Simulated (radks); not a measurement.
Question: These are the eigenvalues of the occupied orbitals of an atom or ion with whole-number occupations (eV). All-electron calculation, non-relativistic Kohn-Sham, LDA (Slater exchange, Perdew-Wang correlation), spin-polarised, spherical densities, point nucleus. Program: a radial shooting solver on a logarithmic mesh with Libxc functionals.

orbital  eigenvalue
1s up     -3494.271
1s down   -3494.255
2s up     -349.2866
2s down   -349.2698
2p up     -279.7567
2p down   -279.7413
3s up      -34.8216
3s down    -34.7766
3p up      -18.8319
3p down    -18.7609
4s up       -2.6163

Which element is it, and in what charge state? The configuration may be excited. Open shells, if any, are filled with parallel spins first.

Answer: Z = 19, potassium, charge 0: K in [Ar] 4s1. The list shows which subshells hold electrons but not how many an open one holds; the 1s level, -128.41 hartree, gives Z - s = 16.0 by -(Z - s)^2/2, which with screening narrows Z to a few neighbours, and the depths of the outer levels then fix element, charge and occupations together.
